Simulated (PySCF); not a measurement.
# Assignment exercise: C$_{5}$H$_{10}$O$_{2}$

Atom-mapped SMILES (the numbers label the heavy atoms): `[CH3:1][CH2:2][CH2:3][O:4][C:5]([CH3:6])=[O:7]`. Each H is labelled by its parent atom.

Theory: GIAO PBE0/pcSseg-1 shieldings, GFN2-xTB geometry, in PySCF 2.14 (rapidly exchanging positions averaged, no relativistic terms, single conformer, in vacuum).

References, each an isolated molecule treated in the same way: $^{13}$C (σ = 186.93 ppm), $^{1}$H (σ = 31.72 ppm) against TMS.

Q: Assign these signals to the numbered atoms. $^{13}$C{$^{1}$H} NMR (computed): δ 176.3, 69.2, 26.0, 23.4, 11.2.

A: 
176.3 → C5, ester carbonyl carbon: lone-pair donation from the attached heteroatom keeps it upfield of a ketone carbonyl
69.2 → C3, sp3 CH2 bonded to O: the inductive effect lowers its shielding
26.0 → C2, sp3 CH2: aliphatic region, no heteroatom directly attached
23.4 → C6, methyl carbon α to a carbonyl: the adjacent C=O deshields it moderately
11.2 → C1, methyl carbon: saturated and bonded to C and H only

Q: Assign these signals to the numbered atoms. $^{1}$H NMR (500 MHz, computed): δ 4.14 (t, 2H), 2.07 (s, 3H), 1.70 (m, 2H), 0.91 (t, 3H).

A: 
4.14 → H(C3), hydrogen on an sp3 CH2 bonded to O: its carbon carries O, which withdraws density
2.07 → H(C6), hydrogen on a methyl carbon α to a carbonyl: α to C=O
1.70 → H(C2), hydrogen on an sp3 CH2
0.91 → H(C1), hydrogen on a methyl carbon: far from electronegative atoms and π systems

Shifts are as computed. Against solution values, carbons near 30 ppm lie about +3 ppm off and those near 130 ppm about +5 ppm. Of 246 compounds with measured shifts, 49 miss one by over three times the rms of a fit or turn the order of signals round; such compounds aren't used in these exercises. No couplings were computed; multiplicities are counted from neighbouring protons, with m where these are inequivalent, close in shift, in a saturated or five-membered ring or joined by F or P, and br s for small geminal =CH2 splittings.
